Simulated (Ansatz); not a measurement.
A structure relaxed at PBE0-D4/def2-TZVP, charge 0, multiplicity 1:

Cartesian coordinates in Å:
```
C 2.332 1.254 -0.064
C 2.017 0.025 0.331
C 0.916 -0.329 1.256
Sn -0.832 -0.951 0.141
C -0.380 -2.065 -1.612
O -1.635 0.701 -0.582
C -2.095 1.693 0.290
H 1.794 2.123 0.301
H 3.135 1.431 -0.769
H 2.585 -0.811 -0.076
H 1.186 -1.147 1.928
H 0.601 0.523 1.863
H -2.016 -1.657 1.171
H 0.370 -1.524 -2.189
H -1.283 -2.175 -2.212
H 0.003 -3.053 -1.356
H -2.556 2.493 -0.299
H -1.286 2.147 0.882
H -2.855 1.323 0.995
```

**Question.** Give its formula and SMILES.

**Answer.** C5H12OSn, `C=C[CH2][SnH]([CH3])[O]C`.

**Question.** Point group (tolerance 0.08 Å, 0.16 Å for H)?

**Answer.** C1.

**Question.** Summarise the bond lengths by kind.

**Answer.** 2 × C–C 1.329 to 1.481 Å; 11 × C–H 1.083 to 1.101 Å; 2 × C–Sn 2.125 to 2.165 Å; 1 × O–Sn 1.975 Å; 1 × H–Sn 1.721 Å; 1 × C–O 1.399 Å.

All numbers were calculated with Ansatz.
